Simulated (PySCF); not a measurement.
**V⁺ (vanadium, charge +1) across methods**

[Ar] 3d3 4s1, high-spin 5F determinant (an excited configuration). Computed with PySCF 2.14 in x2c-TZVPPall with one added diffuse shell each of s, p, d, f type (7s6p5d3f1g, 80 functions), with scalar relativity by spin-free X2C-1e.

| method | E (hartree) | mean ε 3p β (eV) | mean ε 3d α (eV) | mean ε 4s α (eV) | Σ⟨r²⟩ (bohr²) | ⟨S²⟩ |
| --- | --- | --- | --- | --- | --- | --- |
| M06-L | -948.844 | -50.530 | -13.942 | -11.375 | 27.49 | 6.001 |
| PBE | -948.680 | -49.718 | -13.923 | -11.519 | 27.81 | 6.000 |
| LDA | -946.690 | -49.829 | -13.977 | -11.751 | 27.70 | 6.000 |
| MN15 | -949.306 | -53.814 | -16.405 | -12.415 | 27.95 | 6.001 |
| r2SCAN | -948.887 | -50.445 | -14.419 | -11.725 | 27.59 | 6.001 |
| PBE0 | -948.714 | -52.354 | -15.878 | -12.158 | 27.71 | 6.001 |
| UHF | -947.92340 | -58.956 | -21.285 | -13.721 | 27.98 | 6.002 |
| TPSSh | -948.929 | -51.003 | -14.760 | -11.688 | 27.75 | 6.001 |

Task: Estimate the same row for LC-wPBE.

Result: E (hartree) = -948.739; mean ε 3p β (eV) = -55.039; mean ε 3d α (eV) = -18.660; mean ε 4s α (eV) = -14.270; Σ⟨r²⟩ (bohr²) = 27.67; ⟨S²⟩ = 6.001.
